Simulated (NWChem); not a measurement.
System: C3H3 cation

Input file for NWChem:

```
start job
memory heap 200 mb stack 900 mb global 1100 mb
charge 1
geometry units angstroms noautosym nocenter noautoz
  C      0.000000     0.000000    -1.338561
  C      0.000000     0.000000    -0.103285
  C      0.000000     0.000000     1.244730
  H      0.000000     0.000000    -2.425878
  H      0.000000     0.946802     1.807902
  H      0.000000    -0.946802     1.807902
end
basis spherical
  C library def2-svp
  H library def2-svp
end
dft
  xc m06-2x
  iterations 150
end
cosmo
  dielec 11.7
end
task dft energy
```

Parts of the log:

```
             Northwest Computational Chemistry Package (NWChem) 7.3.0
             --------------------------------------------------------

                             Geometry "geometry" -> ""
                             -------------------------

 Output coordinates in angstroms (scale by  1.889725989 to convert to a.u.)

  No.       Tag          Charge          X              Y              Z
 ---- ---------------- ---------- -------------- -------------- --------------
    1 C                    6.0000     0.00000000     0.00000000    -1.33856100
    2 C                    6.0000     0.00000000     0.00000000    -0.10328500
    3 C                    6.0000     0.00000000     0.00000000     1.24473000
    4 H                    1.0000     0.00000000     0.00000000    -2.42587800
    5 H                    1.0000     0.00000000     0.94680200     1.80790200
    6 H                    1.0000     0.00000000    -0.94680200     1.80790200

 Effective nuclear repulsion energy (a.u.)      53.2782787984

                                 NWChem DFT Module
                                 -----------------

 Summary of "ao basis" -> "ao basis" (spherical)
 ------------------------------------------------------------------------------
       Tag                 Description            Shells   Functions and Types
 ---------------- ------------------------------  ------  ---------------------
 C                          def2-svp                 6       14   3s2p1d
 H                          def2-svp                 3        5   2s1p

 in cosmo_initialize ...

 solvent parameters
 solvname_short: unkn
 solvname_long:  unknown
 dielec:       11.7000

          ---------------
          -cosmo- solvent
          ---------------
 Cosmo: York-Karplus, doi: 10.1021/jp992097l
 dielectric constant -eps-     =  11.70
 screen = (eps-1)/(eps    )    =   0.91453
 surface charge correction     = lagrangian

   van der Waals surface
 --------------------------

[...]

                                   COSMO solvation results
                                   -----------------------

                 gas phase energy =      -115.533949518213
                 sol phase energy =      -115.629137008134
 (electrostatic) solvation energy =         0.095187489921 (   59.73 kcal/mol)

                       DFT Final Molecular Orbital Analysis
                       ------------------------------------

 Vector    8  Occ=2.000000D+00  E=-6.139418D-01
              MO Center= -2.4D-12,  1.1D-10,  1.2D+00, r^2= 1.4D+00
   Bfn.  Coefficient  Atom+Function         Bfn.  Coefficient  Atom+Function
  ----- ------------  ---------------      ----- ------------  ---------------
    33      0.470977  3 C  py                48      0.282154  5 H  s
    53     -0.282154  6 H  s                 19      0.185536  2 C  py
    36      0.167326  3 C  py                 5      0.090149  1 C  py
    22      0.084457  2 C  py                49      0.040717  5 H  s
    54     -0.040717  6 H  s

 Vector    9  Occ=2.000000D+00  E=-4.785527D-01
              MO Center= -6.8D-11, -8.9D-12, -1.2D-01, r^2= 1.6D+00
   Bfn.  Coefficient  Atom+Function         Bfn.  Coefficient  Atom+Function
  ----- ------------  ---------------      ----- ------------  ---------------
    18      0.444294  2 C  px                 4      0.315573  1 C  px
    32      0.288474  3 C  px                21      0.248972  2 C  px
    35      0.133385  3 C  px                 7      0.126919  1 C  px

 Vector   10  Occ=2.000000D+00  E=-4.311325D-01
              MO Center=  6.7D-12,  3.6D-10, -5.5D-01, r^2= 1.9D+00
   Bfn.  Coefficient  Atom+Function         Bfn.  Coefficient  Atom+Function
  ----- ------------  ---------------      ----- ------------  ---------------
     5      0.461183  1 C  py                19      0.389692  2 C  py
     8      0.242349  1 C  py                22      0.225703  2 C  py
    33     -0.146194  3 C  py                48     -0.140495  5 H  s
    53      0.140495  6 H  s                 36     -0.092956  3 C  py
    49     -0.045434  5 H  s                 54      0.045434  6 H  s

 Vector   11  Occ=0.000000D+00  E=-1.874152D-01
              MO Center= -6.5D-10, -1.4D-12,  1.5D-01, r^2= 2.7D+00
   Bfn.  Coefficient  Atom+Function         Bfn.  Coefficient  Atom+Function
  ----- ------------  ---------------      ----- ------------  ---------------
    32      0.479717  3 C  px                 4     -0.414525  1 C  px
    35      0.398503  3 C  px                 7     -0.327678  1 C  px
    27     -0.043315  2 C  d  1              18     -0.037820  2 C  px

 Vector   12  Occ=0.000000D+00  E=-8.775402D-03
              MO Center=  8.9D-12,  1.3D-09, -3.6D-01, r^2= 2.8D+00
   Bfn.  Coefficient  Atom+Function         Bfn.  Coefficient  Atom+Function
  ----- ------------  ---------------      ----- ------------  ---------------
     8      0.612103  1 C  py                22     -0.604801  2 C  py
    19     -0.448799  2 C  py                 5      0.420042  1 C  py
    49      0.356050  5 H  s                 54     -0.356050  6 H  s
    48      0.177517  5 H  s                 53     -0.177517  6 H  s
    36     -0.149198  3 C  py                39      0.050979  3 C  d -1

[...]
```

Level: M06-2X/def2-SVP, COSMO on the gas-phase geometry. Structure relaxed at the PBE0/def2-SVP level. COSMO prints the solvation energy as gas minus solution, so a positive value is a stabilisation.
